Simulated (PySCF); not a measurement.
Mapped SMILES: `[CH2:1]=[C:2]=[CH:3][CH2:4]/[CH:5]=[CH:6]\[C:7]#[N:8]`; H(Xn) means a hydrogen on atom n.

Theoretical values (PySCF 2.14.0 with density-fitted response routines): NMR shieldings at PBE0/pcSseg-1/GIAO, geometry: GFN2-xTB. Relativity neglected, equivalent nuclei averaged, single conformer, in vacuum.

Scale: TMS for 13C (186.93 ppm), 1H (31.72 ppm); 15N (267.73 ppm) against NH3 (reference shieldings calculated alike).

```csv
atoms,nucleus,count,δ (ppm)
H(C6),1H,1,?
C5,13C,1,?
C7,13C,1,120.6
C3,13C,1,91.9
H(C1),1H,2,5.05
H(C3),1H,1,?
C6,13C,1,105.0
C2,13C,1,222.5
H(C4),1H,2,3.28
N8,15N,1,327.0
C4,13C,1,38.5
H(C5),1H,1,6.64
C1,13C,1,?
```

Problem. Fill in the missing shifts.

Solution. 
- C5: 163.8 ppm, alkene CH; the olefinic region
- C1: 79.4 ppm, terminal carbon of a cumulated C=C=C unit
- H(C6): 5.35 ppm, hydrogen on an alkene CH; a vinylic proton, deshielded by the sp2 carbon and the C=C anisotropy
- H(C3): 5.19 ppm, hydrogen on a terminal carbon of a cumulated C=C=C unit; olefinic region

Shifts are as computed. Against solution values, carbons near 30 ppm lie about +3 ppm off and those near 130 ppm about +5 ppm (rms about the fit 2.1 ppm; single classes can miss by 10 ppm). Of 1328 compounds with measured shifts, 309 miss one by over three times the rms of a fit or turn the order of signals round; such compounds aren't used in these exercises. Signals without a measured value on file couldn't be tested in this way; 1H shifts scatter by 0.2 ppm about their fit, and single ones miss by 0.5 ppm. Experimental scales use liquid or dissolved standards, which lie at an offset from isolated NH3 (liquid NH3: subtract about 20 ppm). Unscaled 15N shifts of sp2 nitrogen often come out too high even then, by a few to some tens of ppm.
